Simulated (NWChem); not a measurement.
Species: AlH$_{3}$O$_{3}$; SMILES [OH][Al]([OH])[OH]

```xyz
7

Al     0.0000     0.0000     0.0000
O     -1.4712     0.8429     0.0000
H     -1.5335     1.7990     0.0000
O      1.4656     0.8526     0.0000
H      2.3247     0.4286     0.0000
O      0.0056    -1.6955     0.0000
H     -0.7912    -2.2276     0.0000
```
Atoms are numbered in this order, from 1.

Results from NWChem. Geometry: optimised at PBE0/def2-SVP. GIAO values for the isolated, static molecule; σ is the absolute isotropic shielding.

Question: Taking PBE/pcSseg-2 as the yardstick, which of these has the fewest basis functions while keeping “σ H3 (ppm)” within 0.1 ppm of it: PBE/pcSseg-1; PBE/cc-pVDZ; PBE/cc-pVTZ?

Answer: none of them.
```
level         basis functions  σ H3 (ppm)  relative time (rough)
------------  ---------------  ----------  ---------------------
PBE/cc-pVDZ                75       30.62                      2
PBE/pcSseg-1               90       30.20                      1
PBE/cc-pVTZ               166       30.53                      8
PBE/pcSseg-2              193       30.40                      7
```

The yardstick is one finite set, not the basis-set limit.
